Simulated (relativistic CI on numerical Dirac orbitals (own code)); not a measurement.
## One change at a time: Mo12+

Base calculation: Dirac-Coulomb-Breit CI, separate exchange-only KLI orbitals for each configuration, model QED, unscaled Slater integrals.

Configurations in the expansion (outside the closed core [Ar]): 3d¹⁰4s², 3d¹⁰4s4p, 3d¹⁰4p², 3d¹⁰4s4d, 3d¹⁰4d², 3d¹⁰4s4f, 3d¹⁰4p4d, 3d¹⁰4f², 3d¹⁰4p4f, 3d¹⁰4s5s, 3d¹⁰4s5p, 3d¹⁰4d4f, 3d¹⁰4s5d, 3d¹⁰4s5f, 3d¹⁰4s6s, 3d¹⁰4s5g, 3d¹⁰4s6p, 3d¹⁰4s6d, 3d¹⁰4s6f, 3d¹⁰4s7s, 3d⁹4s²4p, 3d⁹4s²4d, 3d⁹4s²4f, 3d⁹4s²5s, 3d⁹4s²5p, 3d⁹4s²5d. Double excitations out of closed p, d and f shells are left out; levels of such configurations are missing from the list, as are those of other unlisted configurations, and high levels can miss mixing partners. These lack a partner that the ground configuration has and come out too high: 3d⁹4s²4p, 3d⁹4s²4d, 3d⁹4s²4f, 3d⁹4s²5s, 3d⁹4s²5p.

Variants: (1) configuration mixing switched off. Shifts of the energy above 3d¹⁰4s² ¹S0, in cm⁻¹, for the lowest level and the first level of each name with at least 55 % of one term (blank where a level changes its place among those of its configuration and J or its character, or is not in the variant):

```
        Level    Base    Δ(1)
  3d¹⁰4s² ¹S0       0       0
3d¹⁰4s4p ³P°0  196580  -10090
3d¹⁰4s4p ³P°1  204406   -9801
3d¹⁰4s4p ³P°2  226609  -10005
3d¹⁰4s4p ¹P°1  295646   +2267
  3d¹⁰4p² ³P0  464088  -10004
  3d¹⁰4p² ³P1  482398   -9653
  3d¹⁰4p² ¹D2  483448        
  3d¹⁰4p² ³P2  511533        
  3d¹⁰4p² ¹S0  562249   -9955
 3d¹⁰4s4d ³D1  625237   -9614
 3d¹⁰4s4d ³D2  627051   -9640
 3d¹⁰4s4d ³D3  630016   -9550
 3d¹⁰4s4d ¹D2  680214  -24561
3d¹⁰4p4d ³F°2  833807   -8754
3d¹⁰4p4d ³F°3  847412   -7964
3d¹⁰4p4d ¹D°2  861850  -10622
3d¹⁰4p4d ³F°4  865707   -7791
3d¹⁰4p4d ³D°1  880828  -10236
3d¹⁰4p4d ³P°0  898680  -10620
3d¹⁰4p4d ³P°1  900849  -10249
3d¹⁰4p4d ³D°3  901550   -8190
```

At this charge energies of transitions that change n are usually good to better than 1 %, and those within a shell (Δn = 0) to a few per cent.

Ionisation energy from the two ground configurations alone: base 276.598 eV. The NIST ASD value (semi-empirical) is 279.1 eV.

LS names give the leading component of a level, which can be under half, so a name can repeat, a term be missing and a line seem to break the LS rules.
